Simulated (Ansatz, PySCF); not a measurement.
This PySCF input computes a PBE0/def2-TZVPD energy:

```python
from pyscf import gto, scf, dft

mol = gto.M(
    atom='''
    Si    0.55412617    0.17105984    0.57167104
    Cl    0.46283651    1.71459262   -0.70254222
    Cl    2.08891810   -1.08895192    0.30839643
    O    -0.84504528   -0.83442247    0.12071411
    Si   -2.53914455   -0.31790815   -0.23724849
    H     0.30087146    0.54748129    1.95646454
    H    -2.66030836    0.84648319    0.64427473
    H    -3.29652066   -1.50845123    0.16135812
    H    -2.54282458   -0.02045997   -1.67175966
    H    -0.63042644   -1.76968918   -0.03748817
    ''',
    basis='def2-tzvpd',
    charge=1,
    spin=0,
    verbose=4,
)

mf = dft.RKS(mol, xc='pbe0').density_fit(auxbasis='def2-universal-jkfit')
mf.grids.level = 3
mf.conv_tol = 1e-9
mf.max_cycle = 100
mf.max_memory = 1500
mf.kernel()
if not mf.converged:
    mf = mf.newton()
    mf.kernel(mf.make_rdm1())
mf.analyze()
```

**Question.** Write an input for the same energy in Ansatz (an electronic-structure program) and say what it gives.

**Answer.** 
Ansatz 0.2 input:
```yaml
crystal:
  periodic: [false, false, false]
  atoms:
    - {symbol: Si, position_ang: [0.55412617, 0.17105984, 0.57167104]}
    - {symbol: Cl, position_ang: [0.46283651, 1.71459262, -0.70254222]}
    - {symbol: Cl, position_ang: [2.08891810, -1.08895192, 0.30839643]}
    - {symbol: O, position_ang: [-0.84504528, -0.83442247, 0.12071411]}
    - {symbol: Si, position_ang: [-2.53914455, -0.31790815, -0.23724849]}
    - {symbol: H, position_ang: [0.30087146, 0.54748129, 1.95646454]}
    - {symbol: H, position_ang: [-2.66030836, 0.84648319, 0.64427473]}
    - {symbol: H, position_ang: [-3.29652066, -1.50845123, 0.16135812]}
    - {symbol: H, position_ang: [-2.54282458, -0.02045997, -1.67175966]}
    - {symbol: H, position_ang: [-0.63042644, -1.76968918, -0.03748817]}
basis:
  gaussian:
    orbitals: def2-TZVPD
hamiltonian:
  xc: {name: PBE0}
total_charge: 1
output: {forces: true}
```
It gives -1576.94842 Eh, and PySCF -1576.94850 Eh, a difference of 0.08 mEh, from the treatment of integrals and grids.

It need not be the lowest isomer of its formula.
